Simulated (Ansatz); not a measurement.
Basis sets compared for SnEt3F (C₆H₁₅FSn). The state is a singlet with charge 0. Geometry PBE0-D4/def2-SVP. Ansatz on 4 threads of Arm Neoverse V2 on a shared host; times are rough, and most runs start from earlier orbitals.

```xyz
23

Sn    0.0001    0.0150    0.0170
C     0.2447    1.3019   -1.6938
C    -0.4958    2.6225   -1.5260
H    -0.1012    0.7525   -2.5850
H     1.3271    1.4626   -1.8234
H    -0.3374    3.2913   -2.3884
H    -1.5829    2.4709   -1.4289
H    -0.1614    3.1583   -0.6244
C     1.4237   -1.5945    0.1729
C     2.8613   -1.0909    0.1831
H     1.2430   -2.2909   -0.6627
H     1.1848   -2.1439    1.0977
H     3.5821   -1.9171    0.3005
H     3.1172   -0.5683   -0.7526
H     3.0326   -0.3824    1.0081
C    -2.0358   -0.5127    0.4846
C    -2.1684   -1.1198    1.8753
H    -2.3950   -1.2037   -0.2961
H    -2.6347    0.4074    0.3898
H    -3.2177   -1.3547    2.1196
H    -1.5967   -2.0573    1.9676
H    -1.7942   -0.4334    2.6505
F     0.5043    1.1872    1.5147
```

In the def2 sets Sn takes a core potential; there is no spin–orbit coupling.

Binding counts from free atoms (Sn triplet, C triplet, H doublet, F doublet) in the same basis, without a counterpoise term.

```csv
level,functions,energy (Eh),HOMO (eV),LUMO (eV),binding per atom (eV),wall time
PBE-D4/def2-SVP,199,-551.1524,-6.11,-0.27,4.00,2.5 s
PBE0-D4/def2-SVP,199,-551.2161,-7.37,0.60,3.96,3.8 s
```

(1) Estimate the rows for PBE-D4/def2-TZVP, PBE0-D4/def2-TZVP (with forces).

Answers

(1) 
```csv
level,functions,energy (Eh),HOMO (eV),LUMO (eV),binding per atom (eV),wall time
PBE-D4/def2-TZVP,357,-551.5545,-6.21,-0.63,3.98,4.5 s
PBE0-D4/def2-TZVP (with forces),357,-551.6080,-7.40,0.23,3.93,14 s
```
